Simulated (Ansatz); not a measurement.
A structure relaxed at PBE0-D4/def2-SVP in Ansatz, charge 0, doublet:

```csv
atom,x (Å),y (Å),z (Å)
Cs1,-1.840,-3.202,-0.063
Cs2,2.739,-0.335,-0.063
Cs3,-1.006,3.559,-0.046
I4,-0.913,0.120,-1.824
I5,-3.023,0.375,0.657
I6,2.443,3.223,0.712
I7,1.601,-3.741,0.628
```

Task: Give its formula and point group.

Result: Cs3I4. Point group Cs (tolerance 0.1 Å).

Task: Summarise the bond lengths by kind (pairs closer than 1.2 times the sum of covalent radii, bridged metal pairs left out).

Result: 9 × Cs–I 3.55 to 4.08 Å; 1 × I–I 3.27 Å.

In the def2 sets Cs, I take a core potential; there is no spin–orbit coupling. In the doublet, I4 and I5 lie 3.27 Å apart (atoms count from 1), so these atoms are partly bonded to each other. Another isomer (doublet) lies 0.12 eV lower at PBE0-D4/def2-TZVP; other spin states weren't run for this one.
